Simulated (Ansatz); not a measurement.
# A family of molecules: the atomisation energy (no zero-point term)

One atom is swapped for its congeners: Si(OH)2; Ge(OH)2; Sn(OH)2. All are singlets with charge 0.

Shapes, held fixed at every level: PBE0-D4/def2-TZVP. Flexible molecules stand in one conformer, not always the lowest. Programs: Ansatz 0.2.0. Values in eV.

Task: How should the atomisation energy change along the series?

Result: At CCSD(T)/def2-TZVPP the atomisation energy falls at every step, from 19.42 to 17.03 eV. Every level shows the same order. For atoms past krypton def2 sets carry core potentials with scalar relativity. Relativity is left out for Ge unless named. Correlated rows may include outer-core shells of Ge, Sn, which these sets cover unevenly. Spin-orbit coupling, which grows down the group, is left out (summed over each molecule's free atoms 0.04, 0.14, 0.33 eV).

| level | Si(OH)2 | Ge(OH)2 | Sn(OH)2 |
| --- | --- | --- | --- |
| HF/def2-TZVPP | 13.43 | 11.64 | 10.76 |
| SPW92/def2-TZVPP | 23.29 | 21.78 | 20.86 |
| BHLYP-D4/def2-TZVPP | 18.91 | 17.20 | 16.35 |
| PBE0-D4/def2-TZVPP | 19.62 | 18.04 | 17.19 |
| MP2/def2-TZVPP | 20.08 | 18.52 | 17.63 |
| CCSD(T)/def2-SVP | 18.08 | 16.67 | 15.61 |
| CCSD(T)/def2-TZVPP | 19.42 | 17.88 | 17.03 |
